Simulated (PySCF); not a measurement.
**Excitation energy of In⁺ by level of theory**

In⁺ [Kr] 4d10 5s2 (1S) → In⁺ [Kr] 4d10 5s1 6s1 (3S), as a difference of total energies. All numbers are calculated (PySCF 2.14, scalar relativity through the core potential, in aug-cc-pVDZ-PP with ECP28MDF). Correlated levels: valence: 4s2 4p6 4d10 frozen. The calculations carry no spin-orbit coupling.

| method | excitation energy (eV) |
| --- | --- |
| UHF | 10.147 |
| MP2 (valence) | 10.641 |
| SCS-MP2 (valence) | 10.804 |
| CCSD (valence) | 10.865 |

Errors of the correlated levels include the incompleteness of this basis and the frozen core.

With two correlated electrons CCSD is exact in that space.

Problem. Which method comes closest to the reference value, and which is furthest?

Solution. The reference is 11.645 eV (measured; NIST levels). Closest: CCSD (valence) (error -0.780 eV); furthest: UHF (error -1.498 eV).
